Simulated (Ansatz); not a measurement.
`O=C(O)C[SiH2]F` and `CCCC(=O)O` differ in one atom or group.

Ansatz, PBE0-D4/def2-TZVP geometries, multiplicity 1. Each molecule was computed in one conformer, which needn't be the lowest.

| property | `O=C(O)C[SiH2]F` |
| --- | --- |
| LUMO energy (PBE0/def2-TZVPP) / eV | -0.20 |
| HOMO–LUMO gap (PBE0/def2-TZVPP) / eV | 8.37 |
| size of the dipole moment (ωB97M-V/def2-TZVPP) / D | 2.17 |
| LUMO energy (ωB97M-V/def2-TZVPP) / eV | 2.08 |
| HOMO energy (B3LYP/def2-TZVPP) / eV | -8.31 |
| HOMO–LUMO gap (ωB97M-V/def2-TZVPP) / eV | 13.09 |

Give the same properties after the change, and the shifts. (An estimate is asked.)

Ansatz gave: 
```json
{"property": "LUMO energy (PBE0/def2-TZVPP) / eV", "`CCCC(=O)O`": "0.21", "shift": "0.41"}
{"property": "HOMO–LUMO gap (PBE0/def2-TZVPP) / eV", "`CCCC(=O)O`": "8.17", "shift": "-0.20"}
{"property": "size of the dipole moment (ωB97M-V/def2-TZVPP) / D", "`CCCC(=O)O`": "1.91", "shift": "-0.26"}
{"property": "LUMO energy (ωB97M-V/def2-TZVPP) / eV", "`CCCC(=O)O`": "2.24", "shift": "0.16"}
{"property": "HOMO energy (B3LYP/def2-TZVPP) / eV", "`CCCC(=O)O`": "-7.72", "shift": "0.59"}
{"property": "HOMO–LUMO gap (ωB97M-V/def2-TZVPP) / eV", "`CCCC(=O)O`": "12.63", "shift": "-0.46"}
```

With PBE0 the HOMO rises by 0.61 eV and the LUMO rises by 0.41 eV, so the gap narrows by about 0.20 eV. PBE moves the HOMO by 0.58 eV and ωB97M-V by 0.62 eV. Dipoles are sizes alone; their direction can turn.

B3LYP here is the variant with VWN-RPA as its local correlation; programs differ in this.
